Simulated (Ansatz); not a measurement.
Cost and result for the atomization energy of `O=C=N[SiH2]Cl` (7 atoms, 6 bonds).

```xyz
7

O    -2.506   -0.190   -1.614
C    -1.494   -0.283   -1.052
N    -0.445   -0.423   -0.494
Si    0.857   -0.004    0.514
Cl    0.551    1.842    1.341
H     0.949   -0.992    1.605
H     2.087    0.050   -0.299
```

Total charge 0; spin multiplicity 1. Geometry: relaxed with PBE0-D4/def2-TZVP. It is one conformer, not always the lowest. Program: Ansatz. Hardware: A = 2 threads of a server CPU on a shared host; B = 2 threads of an AMD EPYC 7R13 on a shared host and a share of an NVIDIA H100 80 GB. Times are those of one run each, without the atoms' runs, and a repeat can differ threefold. Electronic energies, without spin–orbit coupling; frozen cores. CCSD(T)/CBS extrapolates def2-TZVPP and def2-QZVPP, and its time is that of the two runs behind it. T1 = 0.014. B3LYP takes the VWN-RPA correlation (the form of Gaussian; ORCA's B3LYP/G).

CCSD(T)/CBS is a level of theory with its own doubt, some kJ/mol a heavy atom from the limit and from the frozen cores, so smaller differences don't rank the functionals.

| level | functions | wall time |
| --- | --- | --- |
| BLYP-D4/def2-TZVPP [A] | 205 | 3.3 s |
| revPBE-D4/def2-TZVPP [A] | 205 | 3.6 s |
| PBE-D4/def2-TZVPP (with forces) [A] | 205 | 3.9 s |
| BHLYP-D4/def2-TZVPP [A] | 205 | 4.5 s |
| CCSD(T)/def2-SVP [A] | 88 | 6 s |
| r2SCANh-D4/def2-TZVPP [A] | 205 | 6.5 s |
| B3LYP-D4/def2-TZVPP (with forces) [A] | 205 | 7 s |
| B97M-V/def2-TZVPP [A] | 205 | 9.5 s |
| B2PLYP/def2-TZVPP [A] | 205 | 10 s |
| ωB97X-V/def2-TZVPP [A] | 205 | 11 s |
| CCSD(T)/def2-TZVPP [B] | 205 | 11 s |
| CCSD(T)/def2-QZVPP [B] | 371 | 16 s |
| CCSD(T)/CBS(def2) | – | 27 s |

Problem. What atomization energy does each give, and how far from CCSD(T)/CBS? (Estimate.)

Solution. The calculation gave: 
```
                                level  atomization (kJ/mol)  difference from CCSD(T)/CBS  per bond
               BLYP-D4/def2-TZVPP [A]                2895.0                         41.4       6.9
             revPBE-D4/def2-TZVPP [A]                2881.0                         27.4       4.6
  PBE-D4/def2-TZVPP (with forces) [A]                2970.7                        117.1      19.5
              BHLYP-D4/def2-TZVPP [A]                2728.3                       -125.3     -20.9
                 CCSD(T)/def2-SVP [A]                2644.8                       -208.8     -34.8
            r2SCANh-D4/def2-TZVPP [A]                2845.3                         -8.3      -1.4
B3LYP-D4/def2-TZVPP (with forces) [A]                2862.3                          8.7       1.5
                B97M-V/def2-TZVPP [A]                2885.1                         31.5       5.3
                B2PLYP/def2-TZVPP [A]                2838.9                        -14.7      -2.5
               ωB97X-V/def2-TZVPP [A]                2879.3                         25.7       4.3
               CCSD(T)/def2-TZVPP [B]                2751.2                       -102.4     -17.1
               CCSD(T)/def2-QZVPP [B]                2812.3                        -41.3      -6.9
                    CCSD(T)/CBS(def2)                2853.6                          0.0       0.0
```

The D4 term adds +26.5 kJ/mol with B3LYP and +13.9 kJ/mol with PBE0; it sums over pairs of atoms, weighted by their polarisabilities, and B3LYP, whose exchange is more repulsive, gets the larger term. From PBE to PBE0 (25 % exact exchange), in def2-TZVPP and without D4, the atomization energy moves by −98.0 kJ/mol: exact exchange takes away binding that semilocal exchange gives to molecules. In def2-TZVPP, CCSD(T) changes the Hartree–Fock value by +804.5 kJ/mol (the triples alone add +69.1 kJ/mol) and MP2 by +922.9 kJ/mol; breaking electron pairs costs correlation energy, which Hartree–Fock lacks.
